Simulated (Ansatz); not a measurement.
```yaml
crystal:
  periodic: [false, false, false]
  atoms:
    - {symbol: N, position_ang: [-1.410104, 1.174965, 0.434740]}
    - {symbol: Hf, position_ang: [-0.115310, 0.070235, -0.437537]}
    - {symbol: N, position_ang: [1.674032, 0.694843, 0.099472]}
    - {symbol: N, position_ang: [-0.157383, -2.134881, 0.336720]}
    - {symbol: Br, position_ang: [-0.122287, -0.290089, -2.932308]}
    - {symbol: H, position_ang: [-1.794372, 2.021486, -0.009187]}
    - {symbol: H, position_ang: [-2.158892, 0.877927, 0.998621]}
    - {symbol: H, position_ang: [2.488460, 0.413086, -0.209381]}
    - {symbol: H, position_ang: [1.831294, 1.308975, 0.677743]}
    - {symbol: H, position_ang: [-0.814266, -2.761544, 0.177196]}
    - {symbol: H, position_ang: [0.440529, -2.224830, 0.872145]}
basis:
  gaussian: {orbitals: x2c-TZVPPall}
hamiltonian: {xc: {name: PBEsol}, dispersion: d4}
relax: {f_tol: 0.0001, max_steps: 2}
```

```sh
$ ansatz run in.yaml --threads 4 --pin off --events-out ev --progress --plain --max-ram 11315MiB
```

It prints (some lines left out):

```
Functional definition: PBEsol
1992 factors; their error is unknown
mean field evaluation 1: about -485602.7554 eV, gradient 1.5e2 eV
mean field evaluation 2: about -485343.1989 eV, gradient 3.4e2 eV
mean field evaluation 4: about -485635.9400 eV, gradient 4.5e1 eV
mean field evaluation 8: about -485639.3054 eV, gradient 1.8e0 eV
mean field evaluation 16: about -485639.2875 eV, gradient 6.7e-3 eV
mean field -485639.28750470 eV, -17846.9146376656 hartree, gradient 4.0e-5 eV, S^2 0.000000; 0 other end points of the search recorded, 0 dependent functions left out
reference -485639.28758148 eV, -17846.9146404874 hartree; 67, 67 occupied and 255, 255 virtual orbitals, 1992 factors
relax step   1: F+E_penalty+E_count = -485639.37999330 eV  Δ(F+E_penalty+E_count) = +0.000e0 eV  max|allowed force component| = 1.339e1 eV/Å  Δτ_max = 0.0000 Å  (35 SCF iters, accepted)
1992 factors; their error is unknown
mean field evaluation 32: about -485643.0443 eV, gradient 2.7e-5 eV
mean field -485643.04426816 eV, -17847.0526961765 hartree, gradient 2.7e-5 eV, S^2 0.000000; 0 other end points of the search recorded, 0 dependent functions left out
reference -485643.04434478 eV, -17847.0526989922 hartree; 67, 67 occupied and 255, 255 virtual orbitals, 1992 factors
relax step   2: F+E_penalty+E_count = -485643.13537233 eV  Δ(F+E_penalty+E_count) = -3.755e0 eV  max|allowed force component| = 2.682e0 eV/Å  Δτ_max = 0.1915 Å  (39 SCF iters, accepted)
Error: geometry relaxation did not converge after 2 steps: max|allowed force component| = 2.68e0 eV/Å (threshold 1.0e-4). Raise `relax.max_steps` over both its present limit and 2, loosen `relax.f_tol`, or start from a geometry closer to equilibrium. Where this run's directory can be resumed (`checkpoint.write`), a resume goes on for up to `relax.max_steps` more
```

(1) What is wrong with this run?

Answers

(1) The relaxation is allowed too few steps for its threshold. The calculation stopped without meeting its thresholds.
